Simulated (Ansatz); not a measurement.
Consider the formal hydrolysis of a Y–N bond: `[NH2][Y]([NH2])[OH]` + H₂O → `[NH2][Y]([OH])[OH]` + NH₃.

Program: Ansatz. Geometries: PBE0-D4/def2-TZVP. ΔE: electronic, gas phase. CCSD(T)/CBS adds triple-zeta CCSD(T) − MP2 to the extrapolated MP2 energy (def2 sets, frozen cores). This one scheme is used for every species. DFT in def2-TZVPP. HSE06 is defined as in plane-wave codes. def2 core potentials past Kr. For Y outer-core shells are correlated without core-valence functions, which leaves a few kJ/mol of doubt a bond. Each species was taken in one conformer, which may not be the lowest.

Task: Is it downhill or uphill in electronic energy at CCSD(T)/CBS, and by how much? (Best estimate.)

Result: Ansatz gave: Downhill: ΔE = -0.82 eV.

Task: What do these levels give: LDA (SPW92), revPBE-D4, HSE06-D4, PBE, BHLYP, MP2/def2-TZVPP? (An estimate is asked.)

Result: Ansatz gave: LDA (SPW92) -0.82, revPBE-D4 -0.80, HSE06-D4 -0.80, PBE -0.82, BHLYP -0.87, MP2/def2-TZVPP -0.83 eV.

Largest T1 diagnostic among the species: 0.014.

In def2-TZVPP, CCSD(T) changes the Hartree–Fock value by +0.06 eV (the triples alone add +0.01 eV) and MP2 by +0.04 eV. At CCSD(T), def2-SVP lies −0.15 eV from the extrapolated value and def2-TZVPP +0.00 eV.
